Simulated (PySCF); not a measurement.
## Nonlinear optical response: SMILES C(=CC#N)=C=C[SiH3], C5H5NSi

Cartesian coordinates in Å; atom numbers follow the order of the lines, from 1:
```xyz
12

N     3.082    2.520    1.401
C     2.768    1.545    0.855
C     2.422    0.339    0.180
C     1.167   -0.071    0.031
C    -0.025   -0.483   -0.122
C    -1.280   -0.873   -0.252
Si   -2.727    0.126    0.418
H     3.254   -0.253   -0.222
H    -1.474   -1.818   -0.779
H    -2.201    1.287    1.188
H    -3.568    0.594   -0.725
H    -3.561   -0.753    1.293
```

Computed with quadratic response CAM-B3LYP/def2-TZVPD first hyperpolarisability, Taylor convention, gas phase in PySCF. Geometry: PBE0-D3(BJ)/def2-SVP.

Problem. What is the first hyperpolarisability, and how does it disperse?

Solution. In 10⁻³⁰ esu, Taylor convention; the vector part is βᵢ = ⅓ Σⱼ (βᵢⱼⱼ + βⱼᵢⱼ + βⱼⱼᵢ); β∥ is 3/5 of the vector part along the dipole, the dipole points from − to +:
```tsv
process	λ (nm)	β vector norm	β∥	β HRS	depolarisation ratio
static β(0;0,0)	∞	2.40	-1.13	0.89	8.09
second harmonic β(−2ω;ω,ω)	1907	2.61	-1.24	0.97	7.79
Pockels β(−ω;ω,0)	1907	2.47	-1.16	–	–
second harmonic β(−2ω;ω,ω)	1064	3.20	-1.56	1.21	7.08
Pockels β(−ω;ω,0)	1064	2.62	-1.25	–	–
```

Problem. Which lowest excitations, dipole and polarisabilities go with it?

Solution. S1 3.48 eV (f = 0.000); S2 4.65 eV (f = 0.706); S3 5.75 eV (f = 0.000); dipole 4.71 D; isotropic α 112.1 au static, 112.9 au at 1907 nm, 114.8 au at 1064 nm, 115.5 au at 953.5 nm, 124.7 au at 532 nm.
